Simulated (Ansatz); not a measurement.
Consider the formal hydrolysis of the Sn–Br bond: `[OH][Sn]([OH])([F])[Br]` + H₂O → `[OH][Sn]([OH])([OH])[F]` + HBr.

Gas-phase electronic energies from Ansatz, PBE0-D4/def2-TZVP geometries. CCSD(T)/CBS adds triple-zeta CCSD(T) − MP2 to the extrapolated MP2 energy (def2 sets, frozen cores). This one scheme is used for every species. Functionals use def2-TZVPP. B3LYP here is the variant with VWN-RPA as its local correlation; programs differ in this. HSE06 is defined as in plane-wave codes. Elements past krypton have def2 core potentials. For Br, Sn outer-core shells are correlated without core-valence functions, which leaves a few kJ/mol of doubt a bond. Scalar relativity is left out up to krypton. Each species was taken in one conformer, which may not be the lowest.

```
        level  ΔE (eV)
     B3LYP-D4     0.80
         BLYP     0.71
        HSE06     0.82
MP2/CBS(def2)     0.85
```

What does CCSD(T)/CBS give? (Best estimate.)

The calculation gave: +0.81 eV. The listed levels differ from it by -0.01, -0.10, 0.01, 0.04 eV.

What do rigid-rotor, harmonic-oscillator terms from PBE0-D4/def2-TZVP frequencies (298.15 K, 1 bar) make of the CCSD(T)/CBS value? (An estimate is asked.)

Computed: ΔZPE = -0.08 eV, ΔH = +0.72 eV, ΔS = -1 J/(mol·K), ΔG = +0.72 eV.

Largest T1 diagnostic among the species: 0.015.

Leaving LDA and LC-ωPBE aside and taking each functional with its dispersion term where it has one, the values, not all of them listed here, spread over 0.11 eV, from CAM-B3LYP-D4 to BHLYP-D4. The D4 term adds +0.04 eV with B3LYP and +0.02 eV with PBE0; it sums over pairs of atoms, weighted by their polarisabilities, and B3LYP, whose exchange is more repulsive, gets the larger term.
